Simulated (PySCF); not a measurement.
Species: C4H10ClSi (doublet state).
SMILES with atom numbers: `[CH2:1][C@H:2]([SiH3:3])[CH2:4][CH2:5][Cl:6]` (hydrogens: H7, H8 on C1; H9 on C2; H10, H11, H12 on Si3; H13, H14 on C4; H15, H16 on C5)

Structure used (GFN2-xTB), in Å, numbered top down from 1:
```xyz
16
C4H10ClSi angstrom
C      0.4904    1.4461   -0.5591
C      0.4219    0.2771    0.3021
Si     2.1063   -0.6345   -0.0426
C     -0.7571   -0.6481    0.0124
C     -2.0662    0.0467    0.3519
Cl    -3.4560   -1.0214    0.0178
H      0.9316    2.3611   -0.2175
H      0.1598    1.3912   -1.5780
H      0.4149    0.5667    1.3560
H      3.1765    0.2866    0.3285
H      2.1867   -1.8558    0.7655
H      2.1327   -0.9718   -1.4627
H     -0.6713   -1.5635    0.6010
H     -0.7613   -0.9232   -1.0438
H     -2.1165    0.3077    1.4094
H     -2.2001    0.9438   -0.2525
```

The hyperfine couplings belong to this conformer and change with its torsions.

Method used: UKS B3LYP, pcH-1 on C Cl H Si, non-relativistic, mean-field spin-orbit, GIAO (PySCF 2.14.0). Isolated species at its GFN2-xTB geometry (one conformer only). A GFN2-xTB geometry isn't a minimum of the functional, and hyperfine couplings can be far from their values at a DFT geometry. Stability of the SCF solution: not tested.

(1) Match the computed a_iso(13C) values +78.5, -26.0, +22.5, -1.8 MHz with the sites C1; C2; C4; C5.

Answers

(1) 
```json
{"site": "C1", "a_iso (MHz)": "+78.5", "ρ(0) (bohr⁻³)": "+0.0700", "position": "largest spin population", "distance from C1 (Å)": "0.00", "spin population": "+1.00", "largest |T| (MHz)": "149.9"}
{"site": "C2", "a_iso (MHz)": "-26.0", "ρ(0) (bohr⁻³)": "-0.0232", "position": "1 bond from C1", "distance from C1 (Å)": "1.45", "spin population": "-0.06", "largest |T| (MHz)": "5.6"}
{"site": "C4", "a_iso (MHz)": "+22.5", "ρ(0) (bohr⁻³)": "+0.0200", "position": "2 bonds from C1", "distance from C1 (Å)": "2.50", "spin population": "+0.02", "largest |T| (MHz)": "4.8"}
{"site": "C5", "a_iso (MHz)": "-1.8", "ρ(0) (bohr⁻³)": "-0.0016", "position": "3 bonds from C1", "distance from C1 (Å)": "3.05", "spin population": "+0.01", "largest |T| (MHz)": "2.1"}
```

ρ(0) is the spin density at the nucleus and T the dipolar tensor; a_iso includes a spin–orbit part; entries for several nuclei are means. Largest spin populations (Mulliken): C1 (+1.00) and Si3 (+0.07). No atom but C1 exceeds +0.15. The angles at C1 add up to 359.9°, so it is planar; its axial dipolar tensor and the negative couplings of its protons fit spin in a p orbital normal to that plane.

Means are taken over nuclei equivalent by connectivity, which assumes that they swap fast. The three 1H nuclei of mean +15.7 MHz run from -4.0 to 55.1 MHz in the frozen geometry.

Time: 82 s (with the writing of density and orbital grids); peak memory 0.97 GiB. Hardware: one thread of an Arm Neoverse V2 (shared host).
